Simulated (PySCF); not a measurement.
Compound: C₃H₁₂N₂Si.
Numbering: `[CH3:1][CH:2]([CH3:3])[NH:4][SiH2:5][NH2:6]` (hydrogens: H7, H8, H9 on C1; H10 on C2; H11, H12, H13 on C3; H14 on N4; H15, H16 on Si5; H17, H18 on N6)

Cartesian coordinates in Å at the PBE0-D3(BJ)/def2-SVP level; atoms count from 1:
```
atom  x, y, z in Å
C1    -1.315    1.120    1.060
C2    -1.000    0.527   -0.310
C3    -1.775   -0.768   -0.549
N4     0.436    0.365   -0.503
Si5    1.500   -0.761    0.267
N6     3.080   -0.071    0.185
H7    -1.014    0.432    1.866
H8    -0.771    2.065    1.203
H9    -2.393    1.314    1.170
H10   -1.338    1.259   -1.064
H11   -1.490   -1.531    0.195
H12   -1.556   -1.175   -1.548
H13   -2.862   -0.613   -0.468
H14    0.770    0.721   -1.392
H15    0.917   -1.011    1.627
H16    1.664   -2.108   -0.378
H17    3.896   -0.671    0.201
H18    3.269    0.825    0.620
```

All values: PBE0/pcSseg-1 (PySCF, non-relativistic), on one gas-phase PBE0-D3(BJ)/def2-SVP geometry that isn't relaxed in the solvent. The solvent is an IEF-PCM continuum (cavity from Bondi-type radii × 1.2). Only the electrostatic response of the medium enters.

```tsv
medium	total energy (Eh)	HOMO (eV)	LUMO (eV)	dipole (D)
gas phase	-520.147313	-6.585	1.192	0.902
methanol (ε = 32.61)	-520.153712	-6.604	1.276	1.098
```

Problem. What is E(solvent) − E(gas) in methanol, in kcal/mol?

Solution. -520.153712 − (-520.147313) = -0.006399 Eh = -4.02 kcal/mol.

Problem. Scale it by Onsager's factor (ε − 1)/(2ε + 1) to tetrahydrofuran (ε = 7.426), and compare with the calculation.

Solution. The factor goes from 0.477 to 0.405, a ratio of 0.849, which gives -3.41 kcal/mol. The calculation gives -3.35 kcal/mol (total energy -520.152644 Eh), so the scaled value is 1.9 % too large in size.

Problem. Scale the changes of the other columns the same way. What are the values in tetrahydrofuran?

Solution. 
| quantity | scaled | computed | difference |
| --- | --- | --- | --- |
| HOMO (eV) | -6.601 | -6.591 | -0.010 |
| LUMO (eV) | 1.263 | 1.271 | -0.008 |
| dipole (D) | 1.069 | 1.070 | -0.001 |

Problem. How does each lowering split into the polarisation term (half the interaction with the induced surface charges) and the distortion of the solute's density?

Solution. methanol: -4.33 + 0.31 kcal/mol, the distortion taking back 7 % of the polarisation term; tetrahydrofuran: -3.56 + 0.21 kcal/mol, the distortion taking back 6 % of the polarisation term.
